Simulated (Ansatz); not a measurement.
A nudged elastic band was laid between two geometries of Cl3HSi (5 atoms, charge 0, multiplicity 1).

Theory: RKS PBE0/def2-SVP (Ansatz).

```yaml
movable_images: 5
climbing_image: yes
spring: 5.0 eV/Å²
optimiser: quadratic models (default)
start_path: through a guess of the saddle point
force_threshold: 0.05 eV/Å
iteration_limit: 60
end_points: relaxed
```

Image 0:

```xyz
5
Properties=species:S:1:pos:R:3
Si 0.165 0.000 0.247
H -0.079 0.000 1.702
Cl 2.178 0.000 -0.114
Cl -0.671 1.668 -0.592
Cl -0.671 -1.668 -0.592
```

Image 6:

```xyz
5
Properties=species:S:1:pos:R:3
Si -1.026 0.000 0.111
H 1.656 0.000 2.104
Cl 1.969 0.000 0.855
Cl -0.840 1.621 -1.209
Cl -0.840 -1.621 -1.209
```

**Question.** Which bonds break or form, and what moves?

**Answer.** Bonds broken: Si1–H2, Si1–Cl3. Bonds formed: H2–Cl3. Cl3HSi becomes Cl2Si + ClH.

**Question.** What energy profile does the band end with?

**Answer.** The run converged. The highest image is number 3 of 0 to 6, 67.1 kcal/mol above the first end and 14.0 kcal/mol above the last; the last end lies 53.1 kcal/mol above the first. Neighbouring images differ by up to 1.5 eV, so the band resolves the path poorly. A vibrational analysis at the climbing image gives one clearly imaginary mode, 921i cm⁻¹: a first-order saddle point. The orbitals stay closed-shell, which can raise the energy where a bond breaks towards radicals; this wasn't checked here.

```csv
image,path coordinate (Å),energy (kcal/mol),Si1–H2 (Å),Si1–Cl3 (Å),H2–Cl3 (Å)
0,0.00,0.0,1.48,2.04,2.90
1,0.46,9.3,1.46,2.07,2.46
2,0.92,43.3,1.48,2.24,1.99
3,1.37,67.1,1.64,2.52,1.59
4,1.87,57.5,2.16,2.92,1.32
5,2.38,54.3,2.75,3.06,1.29
6,2.88,53.1,3.34,3.09,1.29
```

**Question.** What is the geometry of the highest image?

**Answer.** 
```xyz
5
Properties=species:S:1:pos:R:3
Si -0.411 0.000 0.369
H 0.847 0.000 1.414
Cl 2.110 0.000 0.445
Cl -0.812 1.655 -0.788
Cl -0.812 -1.655 -0.788
```

The run took 2.5 min on 1 thread of Arm Neoverse V1, with other jobs on the host, peak memory 0.18 GiB.
